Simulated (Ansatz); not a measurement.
# A rate constant, worked out

An elementary step of BHBrOF, singlet (BHBrOF ([OH][B]([F])[Br]) → BOF + HBr; B–Br, O–H broken or loosened, Br–H formed or tightened). The start structure is the reactant molecule, and the electronic barrier above it is 2.368 eV by CCSD(T) at an estimated basis limit (MP2 extrapolated from triple and quadruple zeta, plus CCSD(T) − MP2 in triple zeta). Computed with Ansatz 0.2.0 (basis: def2-TZVPP and def2-QZVPP); correlated methods freeze the cores. Filled d shells of the heavier atoms are correlated. The def2 sets are not built for correlating such inner shells, so the correlated values are less sure here. Extrapolation: Hartree–Fock as exp(−7.88 √X), correlation as X^−2.97. Harmonic wavenumbers at PBE0-D4/def2-TZVP (Ansatz 0.2.0), in cm⁻¹:

Start: 293, 345, 560, 565, 611, 987, 1238, 1492, 3901.

Saddle: 961i, 155, 409, 473, 517, 707, 1011, 1415, 1972.

(1) Work out the transition-state-theory rate constant at 600 K from these numbers alone (harmonic vibrations; rotation, path degeneracy and anharmonicity left out), and the Wigner tunnelling factor. Use 1 cm⁻¹ = 1.2398 × 10⁻⁴ eV and k_B = 8.617 × 10⁻⁵ eV/K.

T1 diagnostic: at most 0.013.

Answers

(1) Zero-point energies, half the sums: start 9992/2 cm⁻¹ = 0.6194 eV; saddle, real modes only, 6659/2 cm⁻¹ = 0.4128 eV.
Barrier with zero-point energy: 2.368 + 0.4128 − 0.6194 = 2.1614 eV.
k_BT = 0.05170 eV, so the barrier is 41.80 k_BT.
Vibrational partition functions from the zero-point level, ln q = −Σ ln(1 − exp(−hν/k_BT)): start 2.302, saddle 2.708.
k = (k_BT/h) exp(ln q‡ − ln q) exp(−E0/k_BT), with log₁₀(k_BT/h in s⁻¹) = 13.10: log₁₀ k = 13.10 + (0.406 − 41.80)/2.3026 = -4.88, so k ≈ 1 × 10^(-5) s⁻¹.
Wigner factor: 1 + (hν‡/k_BT)²/24 = 1 + (2.30)²/24 = 1.22. A change of 1 kcal/mol (0.043 eV) in the barrier would change k by a factor of 2.3 at this temperature.

Labels in which every atom is bracketed show which atoms are joined, not bond orders.

For scale, one of the runs: CCSD(T)/def2-TZVPP, 155 basis functions, launched by `ansatz run in.yaml --threads 2 --pin off --events-out ev --progress --plain --max-ram 4352MiB`. Time: 45 s of wall clock on 2 CPU threads of an Arm Neoverse V2; the host was shared. Peak host memory: 1.2 GiB.
